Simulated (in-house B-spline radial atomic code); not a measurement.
Settings and results of a run for the rhenium ion Re⁺ (with a hole in an inner shell). Method: Dirac-Hartree-Fock, average of the jj configuration, Fermi nucleus of rms radius 5.3698 fm. Calculated with a radial B-spline atomic code at the basis-set limit.

In the input, a minus or plus after the letter marks the j = l - 1/2 or j = l + 1/2 subshell.

Command:
```bash
python run_scf.py task.json out
```
Settings (nuclear radius in fm, mass in u):
```
Z                75
configuration    1s2 2s2 2p6 3s2 3p6 3d10 4s2 4p6 4d10 4f-5 4f+8 5s2 5p6 5d5 6s2
hamiltonian      dirac
method           hf
spin_polarised   False
nucleus          fermi
rms_radius       5.3698
atomic_mass      186.95575
speed_of_light   137.035999084
```

Output (hartree, bohr):
```
 radial grid: 81 intervals, B-splines of order 8, outer radius 60 bohr

 iter        energy (Eh)    residual
    1      -16705.072417    6.69e-01
    2      -16705.707537    2.11e-02
    3      -16705.713858    9.63e-03
    4      -16705.714842    4.95e-03
    5      -16705.715235    6.02e-04
    6      -16705.715246    1.51e-04
    7      -16705.715246    2.90e-05
    8      -16705.715246    5.63e-06
    9      -16705.715246    3.50e-06
   10      -16705.715246    5.36e-07

 total energy                    -16705.71525
 kinetic                           18878.2218
 electron-nucleus                 -41738.7621
 electron-electron                  6154.8251

 first-order corrections (not in the total)
   Gaunt                            20.1692
   retardation                      -2.1376
   frequency dependence             -0.3575
   self-energy                      14.7531
   Uehling                          -2.8113
   Wichmann-Kroll                    0.1139
   recoil                            0.0302

 orbital      occ     eigenvalue          <r>       <r^2>       <1/r>       r_max    small
 1s1/2      2.000     -2651.8434    0.0180366 0.000447941      88.708     0.01124  8.02e-02
 2s1/2      2.000      -465.5643    0.0755427  0.00681225     21.6443     0.06468  1.82e-02
 2p1/2      2.000      -444.5257    0.0625457  0.00487236      21.564     0.04809  1.83e-02
 2p3/2      4.000      -391.5200    0.0705797  0.00606596     18.0305     0.05499  1.64e-02
 3s1/2      2.000      -110.8103     0.196484   0.0442914     7.96032      0.1819  6.04e-03
 3p1/2      2.000      -101.4510     0.186837    0.040706     7.86126      0.1705  5.97e-03
 3p3/2      4.000       -89.7868     0.201603    0.047195     6.95047      0.1845  5.46e-03
 3d3/2      4.000       -74.2764     0.176541   0.0366112     6.82687      0.1446  5.32e-03
 3d5/2      6.000       -71.8048     0.181162   0.0384295     6.61087      0.1486  5.17e-03
 4s1/2      2.000       -25.0127     0.439705    0.218247     3.33377      0.4128  1.98e-03
 4p1/2      2.000       -21.0392     0.444736    0.225058     3.22124      0.4128  1.89e-03
 4p3/2      4.000       -18.3071      0.47593    0.257516     2.92241      0.4413  1.71e-03
 4d3/2      4.000       -11.7509      0.49103    0.279056     2.70599      0.4378  1.51e-03
 4d5/2      6.000       -11.3157     0.501751    0.291193     2.63388      0.4471  1.46e-03
 4f5/2      5.000        -3.0624     0.555571    0.377047     2.22681      0.4134  1.09e-03
 4f7/2      8.000        -2.9883      0.56224    0.386117     2.19918      0.4181  1.07e-03
 5s1/2      2.000        -4.3031      1.03219     1.19483     1.30264       0.936  4.48e-04
 5p1/2      2.000        -2.9714      1.12542     1.43172     1.18212      0.9972  3.79e-04
 5p3/2      4.000        -2.5282      1.21563      1.6714     1.07718       1.072  3.28e-04
 5d3/2      2.000        -0.8327      1.65189     3.19127    0.786469       1.325  1.81e-04
 5d5/2      3.000        -0.7978      1.70037     3.38216    0.761922       1.362  1.71e-04
 6s1/2      2.000        -0.5850       2.8574     9.21816     0.44258       2.465  5.99e-05
```

Cost of the run: 1.6 s on 1 thread of Arm Neoverse V2 (shared host).

For the Dirac Hamiltonian the kinetic term is c α·p + (β - 1)c².
